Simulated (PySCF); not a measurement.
C3H4BFO.

```xyz
10

O      1.8438     0.8299     0.0107
B      0.5550     0.5519     0.2799
C     -0.7430     1.3847     0.2947
C     -1.4031     0.2335     0.0108
C     -0.3331    -0.7906     0.2989
F     -0.1107    -1.7259    -0.6948
H      2.3829     0.0371    -0.0841
H     -1.1229     2.4071     0.3269
H     -2.4258     0.0543    -0.3497
H     -0.4882    -1.3293     1.2490
```
Charge 0, spin multiplicity 1.

The structure is a stationary point at PBE0-D3(BJ)/def2-SVP. The structure was generated by enumeration; whether it is a known compound was not checked. Other conformers were not sampled.

Method: PySCF with KT2/pcSseg-1. Non-relativistic, no solvent.

Q: Give the absolute GIAO shielding of each atom: isotropic value and principal components (ppm). (Estimate from the structure and the level; the computed values follow.)

A: 
```
atom  σ(iso)    σ11    σ22    σ33   span
----  ------  -----  -----  -----  -----
O1     196.3   89.3  196.9  302.9  213.6
B2      69.2   44.7   62.3  100.5   55.8
C3      44.2  -43.6    9.5  166.8  210.4
C4      20.8  -96.6    3.8  155.2  251.7
C5      94.7   57.6   80.5  145.9   88.3
F6     363.7  284.2  363.1  443.8  159.7
H7      26.6   21.3   24.2   34.3   12.9
H8      24.8   22.9   25.1   26.3    3.4
H9      22.9   20.3   24.0   24.4    4.1
H10     26.1   22.7   25.5   30.2    7.5
```
